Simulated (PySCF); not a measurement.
C5H9O3 (charge -1).
Geometry (GFN2-xTB, Å), atoms numbered from 1 in this order:
```
atom  x, y, z in Å
C1    -2.209   -0.545   -0.625
O2    -1.464   -0.249    0.515
C3    -0.155    0.292    0.238
C4     0.332    0.928    1.534
C5     0.851   -0.723   -0.273
C6     2.124    0.035   -0.882
O7     1.862    0.991   -1.623
O8     3.222   -0.429   -0.555
H9    -3.202   -0.845   -0.285
H10   -2.299    0.332   -1.283
H11   -1.772   -1.365   -1.209
H12   -0.260    1.072   -0.534
H13    1.322    1.342    1.367
H14   -0.346    1.717    1.856
H15    0.387    0.172    2.315
H16    0.425   -1.314   -1.088
H17    1.174   -1.399    0.521
```

A PySCF run (density fitting, gas phase, GFN2-xTB geometry) gave HOMO 0.05 eV, LUMO 2.13 eV.

**Question.** Which of these levels was it?
A. X3LYP/pcSseg-1
B. X3LYP/def2-SVPD
C. PBE0/pcSseg-1
D. BHandHLYP/pcSseg-1
E. BLYP/6-31++G**

**Answer.** E. It is BLYP/6-31++G**. All candidates on this geometry:

```
                                                       level and settings           kind  basis functions  SCF cycles     E (Eh)  HOMO (eV)  LUMO (eV)
                                         BLYP/6-31++G**, start guess vsap            GGA              198          17  -421.5520       0.05       2.13
                                                          X3LYP/def2-SVPD  global hybrid              241          16  -421.2200      -1.53       3.39
                                                           X3LYP/pcSseg-1  global hybrid              181          15  -421.4560      -0.96       4.57
                                                            PBE0/pcSseg-1  global hybrid              181          15  -421.1519      -1.18       4.89
BHandHLYP/pcSseg-1, damping 0.3 at the start, DIIS from the seventh cycle  global hybrid              181          12  -421.3812      -2.72       5.50
```

The nearest other candidate, by the summed differences of HOMO and LUMO, is X3LYP/def2-SVPD: its HOMO differs by -1.58 eV and its LUMO by +1.26 eV. Cycle counts include a coarse-grid stage where the run had one. All basis functions are spherical, in the Pople sets too. The HOMO energy is positive at BLYP/6-31++G**; such an orbital is held in place by the finite basis.
